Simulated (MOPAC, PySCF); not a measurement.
C2H2N2, SMILES `C(=C=N)=N`, neutral singlet in the gas phase. 

Z-matrix (Å, degrees):
```
C
N 1 1.2399
C 1 1.2937 2 158.95
N 3 1.2399 1 158.95 2 179.98
H 2 1.0244 1 113.23 3 -179.99
H 4 1.0244 3 113.23 1 -179.99
```
Charge 0, spin multiplicity 1.

All levels are single points at this geometry (B3LYP-D3(BJ)/def2-TZVP); Pople sets use spherical d functions. Orbital energies aren't observables, and empty levels follow the basis.

B3LYP-D3(BJ)/def2-TZVP in PySCF gives gap (eV) = 3.20.

### Question
Estimate the gap (eV) from each of these levels: PBE-D3(BJ)/def2-TZVP in PySCF; B3LYP/3-21G in PySCF; B3LYP/6-311+G** in PySCF; B3LYP/6-31G* in PySCF; BP86/6-31G* in PySCF; M06-2X/6-31G* in PySCF; HF/3-21G in PySCF; HF/STO-3G in PySCF; AM1 in MOPAC; PM3 in MOPAC; PM6 in MOPAC; PM7 in MOPAC.

### Answer

```json
[
 {"level": "PBE-D3(BJ)/def2-TZVP in PySCF", "gap (eV)": "1.40"},
 {"level": "B3LYP/3-21G in PySCF", "gap (eV)": "3.14"},
 {"level": "B3LYP/6-311+G** in PySCF", "gap (eV)": "3.17"},
 {"level": "B3LYP/6-31G* in PySCF", "gap (eV)": "3.23"},
 {"level": "BP86/6-31G* in PySCF", "gap (eV)": "1.42"},
 {"level": "M06-2X/6-31G* in PySCF", "gap (eV)": "5.83"},
 {"level": "HF/3-21G in PySCF", "gap (eV)": "10.56"},
 {"level": "HF/STO-3G in PySCF", "gap (eV)": "11.56"},
 {"level": "AM1 in MOPAC", "gap (eV)": "8.56"},
 {"level": "PM3 in MOPAC", "gap (eV)": "8.12"},
 {"level": "PM6 in MOPAC", "gap (eV)": "8.04"},
 {"level": "PM7 in MOPAC", "gap (eV)": "8.05"}
]
```
